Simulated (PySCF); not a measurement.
# Pd²⁺: excitation energy

Pd²⁺ [Kr] 4d8 (3F) → Pd²⁺ [Kr] 4d7 5p1 (high-spin determinant), as a difference of total energies. Computed with PySCF 2.14 in aug-cc-pwCVDZ-PP with ECP28MDF, with a scalar-relativistic core potential. Correlated levels: valence: 4s2 4p6 frozen; valence and next inner shell: nothing frozen outside the core potential. The calculations carry no spin-orbit coupling.

```tsv
method	excitation energy (cm⁻¹)
UHF	99146
LDA	103710
PBE	103060
PBE0	104050
r2SCAN	103470
M06-L	105070
B97-3	106710
r2SCANh	103800
CAM-B3LYP	104530
MP2 (valence)	106470
SCS-MP2 (valence)	108400
MP2 (valence and next inner shell)	104010
SCS-MP2 (valence and next inner shell)	104900
```

The determinant of the upper state mixes LS terms, which raises its energy above the lowest term, most at the Hartree-Fock and MP2 levels.
